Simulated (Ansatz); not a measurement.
Consider the substitution at a C–Si bond: `O=C[SiH2]Br` + `[SiH3]S` → `O=CS[SiH3]` + `[SiH3]Br`.

Calculated with Ansatz (gas phase, PBE0-D4/def2-TZVP geometries, no zero-point term in ΔE). CCSD(T)/CBS adds triple-zeta CCSD(T) − MP2 to the extrapolated MP2 energy (def2 sets, frozen cores). DFT in def2-TZVPP. For Br outer-core shells are correlated without core-valence functions, which leaves a few kJ/mol of doubt a bond. Scalar relativity is left out up to krypton. Each species was taken in one conformer, which may not be the lowest.

CCSD(T)/CBS gives -28.3 kJ/mol.

Q: Another level gave -39.0 kJ/mol. Which?
A. PBE-QIDH/def2-TZVPP
B. LC-ωPBE/def2-TZVPP
C. HF/def2-TZVPP
D. r2SCANh/def2-TZVPP

A: D. r2SCANh -39.0, LC-ωPBE -28.3, PBE-QIDH -34.4, HF/def2-TZVPP -19.9 kJ/mol.

Largest T1 diagnostic among the species: 0.017.

From r2SCAN to r2SCAN0 (25 % exact exchange), in def2-TZVPP and without D4, ΔE moves by +4.5 kJ/mol. In def2-TZVPP, CCSD(T) changes the Hartree–Fock value by −9.1 kJ/mol (the triples alone add −4.8 kJ/mol) and MP2 by −15.2 kJ/mol. Leaving LDA and LC-ωPBE aside and taking each functional with its dispersion term where it has one, the values, not all of them listed here, spread over 12.0 kJ/mol, from r2SCAN-D4 to BHLYP-D4. LDA lies −9.5 kJ/mol from PBE without D4.
